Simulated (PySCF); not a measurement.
H4B (SMILES [BH4-]), charge -1, singlet, geometry from GFN2-xTB; PBE/cc-pVDZ, TDA (PySCF).

Input for PySCF:
```python
from pyscf import gto, scf, dft, tdscf

mol = gto.M(
    atom='''
B     0.000000    0.000000   -0.000000
H    -0.806220   -0.804461   -0.461031
H     0.149430   -0.212450    1.200930
H    -0.421580    1.142326   -0.164496
H     1.078369   -0.125416   -0.575403
''',
    basis='cc-pvdz',
    charge=-1,
    spin=0,
    verbose=4,
)

mf = dft.RKS(mol)
mf.xc = 'pbe'
mf.kernel()
td = mf.TDA()
td.nstates = 5
td.kernel(x0=td.get_init_guess(mf, 13), nstates=5)
td.analyze()
```

Task: Write the output that PySCF gives for this input, abridged.

Result: 
```
PySCF version 2.14.0

[INPUT] verbose = 4
[INPUT] num. atoms = 5
[INPUT] num. electrons = 10
[INPUT] charge = -1
[INPUT] spin (= nelec alpha-beta = 2S) = 0
[INPUT] symmetry False subgroup None
[INPUT] Mole.unit = angstrom
[INPUT] Symbol           X                Y                Z      unit          X                Y                Z       unit  Magmom
[...]
nuclear repulsion = 10.1960538495536
number of shells = 17
number of NR pGTOs = 54
number of NR cGTOs = 34
basis = cc-pvdz
ecp = {}

******** <class 'pyscf.dft.rks.RKS'> ********
method = RKS
initial guess = minao
damping factor = 0
level_shift factor = 0
DIIS = <class 'pyscf.scf.diis.CDIIS'>
diis_start_cycle = 1
diis_space = 8
diis_damp = 0
SCF conv_tol = 1e-09
SCF conv_tol_grad = None
SCF max_cycles = 50
direct_scf = True
direct_scf_tol = 1e-13
XC library pyscf.dft.libxc version 7.1.2
    S. Lehtola, C. Steigemann, M. J. T. Oliveira, and M. A. L. Marques,  SoftwareX 7, 1–5 (2018)
XC functionals = pbe
    J. P. Perdew, K. Burke, and M. Ernzerhof,  Phys. Rev. Lett. 77, 3865 (1996)
    J. P. Perdew, K. Burke, and M. Ernzerhof,  Phys. Rev. Lett. 78, 1396 (1997)
    J. P. Perdew, K. Burke, and M. Ernzerhof,  Phys. Rev. Lett. 77, 3865 (1996)
    J. P. Perdew, K. Burke, and M. Ernzerhof,  Phys. Rev. Lett. 78, 1396 (1997)
radial grids:
    Treutler-Ahlrichs [JCP 102, 346 (1995); DOI:10.1063/1.469408] (M4) radial grids

becke partition: Becke, JCP 88, 2547 (1988); DOI:10.1063/1.454033
pruning grids: <function nwchem_prune>
grids dens level: 3
symmetrized grids: False
atomic radii adjust function: <function treutler_atomic_radii_adjust>
small_rho_cutoff = 0
Set gradient conv threshold to 3.16228e-05
Initial guess from minao.
tot grids = 53280
init E= -26.8848715995913
[...]
cycle= 1 E= -27.0787135228212  delta_E= -0.194  |g|= 0.482  |ddm|= 1.73
[...]
cycle= 2 E= -27.0304182712423  delta_E= 0.0483  |g|= 0.596  |ddm|= 1.48
[...]
cycle= 3 E= -27.1800291815608  delta_E= -0.15  |g|= 0.00703  |ddm|= 0.868
[...]
cycle= 4 E= -27.1800556108253  delta_E= -2.64e-05  |g|= 0.00133  |ddm|= 0.02
[...]
cycle= 5 E= -27.1800562499508  delta_E= -6.39e-07  |g|= 9.05e-05  |ddm|= 0.00246
[...]
cycle= 6 E= -27.1800562545587  delta_E= -4.61e-09  |g|= 3.32e-06  |ddm|= 0.000225
[...]
cycle= 7 E= -27.1800562545628  delta_E= -4.04e-12  |g|= 3.24e-07  |ddm|= 1.34e-05
[...]
Extra cycle  E= -27.1800562545628  delta_E=    0  |g|= 4.1e-07  |ddm|= 7.47e-07
converged SCF energy = -27.1800562545628

******** <class 'pyscf.tdscf.rks.TDA'> for <class 'pyscf.dft.rks.RKS'> ********
nstates = 5 singlet
deg_eia_thresh = 1.000e-03
wfnsym = None
conv_tol = 1e-05
eigh lindep = 1e-12
eigh level_shift = 0
eigh max_cycle = 100

Excitation energies (eV)
[9.14273125 9.14273773 9.14275245 9.42926405 9.42928821]

** Singlet excitation energies and oscillator strengths **
Excited State   1:      9.14273 eV    135.61 nm  f=0.1123
       5 -> 6        -0.69338
Excited State   2:      9.14274 eV    135.61 nm  f=0.1123
       4 -> 6        -0.69256
Excited State   3:      9.14275 eV    135.61 nm  f=0.1123
       3 -> 6         0.69261
Excited State   4:      9.42926 eV    131.49 nm  f=0.0000
       3 -> 7         0.15852
       3 -> 8         0.46980
       4 -> 7        -0.32317
       4 -> 8         0.15500
       5 -> 7         0.34693
Excited State   5:      9.42929 eV    131.49 nm  f=0.0000
       3 -> 9        -0.42425
       4 -> 7        -0.33813
       4 -> 9        -0.22601
       5 -> 7        -0.34655
       5 -> 9         0.13646

** Transition electric dipole moments (AU) **
state          X           Y           Z        Dip. S.      Osc.
  1         0.6700      0.0634      0.2200      0.5013      0.1123
  2        -0.1523      0.6314      0.2819      0.5013      0.1123
  3         0.1709      0.3141     -0.6111      0.5013      0.1123
  4        -0.0000      0.0000      0.0000      0.0000      0.0000
  5         0.0000      0.0000     -0.0000      0.0000      0.0000

** Transition velocity dipole moments (imaginary part, AU) **
state          X           Y           Z        Dip. S.      Osc.
  1         0.2595      0.0246      0.0852      0.0752      0.1492
  2        -0.0590      0.2445      0.1092      0.0752      0.1492
  3         0.0662      0.1216     -0.2366      0.0752      0.1492
  4        -0.0000      0.0000      0.0000      0.0000      0.0000
  5         0.0000      0.0000     -0.0000      0.0000      0.0000

** Transition magnetic dipole moments (imaginary part, AU) **
state          X           Y           Z
  1        -0.0000     -0.0000     -0.0000
  2         0.0000      0.0000      0.0000
  3         0.0000     -0.0000     -0.0000
  4        -0.6626     -0.7626     -0.5429
  5        -0.6487      0.8536     -0.4074
```
